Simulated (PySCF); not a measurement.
A search over the determinants of SrSe⁺

Unrestricted PBE0; basis Sr def2-SVP with ECP28, Se def2-SVP; scalar-relativistic core potentials; PySCF 2.14. Outer shells of the fragments: Sr+ 5s1; Se 3d10 4s2 4p4.

Followed along the bond (rough minima from three points):

```tsv
2Ms+1	unpaired	⟨S²⟩ at the start	R at minimum (Å)	Te (eV)
2	π ↑	0.76	2.76	0.00
2	σ ↑	0.75	2.62	0.63
4	σ ↑, π ↑↑	3.75	none in the scan	≤ 2.00
```

Solutions found at the starting distance of 2.925 Å, counted from the lowest of them; the search is not exhaustive and high or unbound solutions are not listed, so other states can lie among these:

```json
{"2Ms+1": "2", "unpaired": "π ↑", "term": "²Π", "E (eV)": "0.00", "⟨S²⟩": "0.76", "⟨Lz²⟩": "1.01", "μ (D)": "-12.09"}
{"2Ms+1": "2", "unpaired": "σ ↑", "term": "²Σ⁺", "E (eV)": "0.84", "⟨S²⟩": "0.75", "⟨Lz²⟩": "0.00", "μ (D)": "-12.55"}
{"2Ms+1": "4", "unpaired": "σ ↑, π ↑↑", "term": "⁴Σ⁻", "E (eV)": "2.10", "⟨S²⟩": "3.75", "⟨Lz²⟩": "0.00", "μ (D)": "-3.28"}
{"2Ms+1": "2", "unpaired": "σ ↓, π ↑↑", "term": "mixed", "E (eV)": "2.13", "⟨S²⟩": "1.75", "⟨Lz²⟩": "0.00", "μ (D)": "-3.22"}
{"2Ms+1": "2", "unpaired": "σ ↑, π ↑↓", "term": "mixed", "E (eV)": "2.53", "⟨S²⟩": "1.76", "⟨Lz²⟩": "2.01", "μ (D)": "-3.24"}
{"2Ms+1": "4", "unpaired": "σ ↑↑, π ↑", "term": "⁴Π", "E (eV)": "2.73", "⟨S²⟩": "3.75", "⟨Lz²⟩": "1.01", "μ (D)": "-3.56"}
{"2Ms+1": "4", "unpaired": "π ↑↑, δ ↑", "term": "⁴Δ", "E (eV)": "3.54", "⟨S²⟩": "3.75", "⟨Lz²⟩": "4.00", "μ (D)": "-4.25"}
{"2Ms+1": "2", "unpaired": "π ↑↑, δ ↓", "term": "mixed", "E (eV)": "3.55", "⟨S²⟩": "1.75", "⟨Lz²⟩": "4.00", "μ (D)": "-4.25"}
{"2Ms+1": "4", "unpaired": "π ↑↑↑", "term": "⁴Π", "E (eV)": "3.62", "⟨S²⟩": "3.75", "⟨Lz²⟩": "1.00", "μ (D)": "-3.97"}
{"2Ms+1": "2", "unpaired": "σ ↑", "term": "mixed", "E (eV)": "3.78", "⟨S²⟩": "0.75", "⟨Lz²⟩": "2.02", "μ (D)": "-3.17"}
```

A term symbol is given only where ⟨S²⟩ and ⟨Lz²⟩ are close to those of a pure state; real π, δ and φ orbitals otherwise mix terms. A positive dipole points towards Se; it is taken about the centre of mass and depends on that origin.

Problem. Compare the gap between the two lowest followed solutions at the starting distance with the gap between their minima.

Solution. At PBE0 the second solution (doublet, unpaired electrons σ ↑) lies +0.84 eV from the first (doublet, unpaired electrons π ↑) at 2.925 Å and +0.63 eV at the minima; the two curves relax by different amounts, since their minima lie near 2.62 and 2.76 Å.

Spin–orbit coupling is left out. Counting both spins, an empty level lies below a filled one in some of these solutions, because spin and occupation are held.
